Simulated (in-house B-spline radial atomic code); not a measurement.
## Mn7+: [Ne] 3s1 3p6 (5g9/2)1 (an excited or competing configuration)

Method: Dirac-Hartree-Fock, average of the jj configuration, Fermi nucleus of rms radius 3.7057 fm. Calculated with a radial B-spline atomic code at the basis-set limit.

Effective charges: Z_r = [3n² - l(l+1)]/(2<r>) from the radius, Z_e = n√(-2ε) from the energy, and Slater's rules. Values are occupation-weighted means over j.

```
shell  electrons   ε (eV)  <r> (bohr)    Z_r    Z_e  Slater
   1s          2  -6774.3     0.06087  24.64  22.31   24.70
   2s          2  -977.64      0.2772  21.65  16.95   20.85
   2p          6  -851.98      0.2452  20.39  15.83   20.85
   3s          1  -257.22      0.7782  17.35  13.04   14.10
   3p          6  -212.46       0.798  15.66  11.85   14.10
   5g          1  -34.879       3.425   8.03   8.01       -
```

The least bound orbital is 5g9/2 at -34.88 eV, and it is also the most diffuse (<r> = 3.425 bohr). The part-filled 3s shell lies below the filled 3p shell in orbital energy.

For the 1s electron the small component carries 0.807 % of the norm, the zero-frequency Breit interaction raises the level by 7.403 eV, self-energy by 3.602 eV, and vacuum polarisation lowers it by 0.3002 eV.
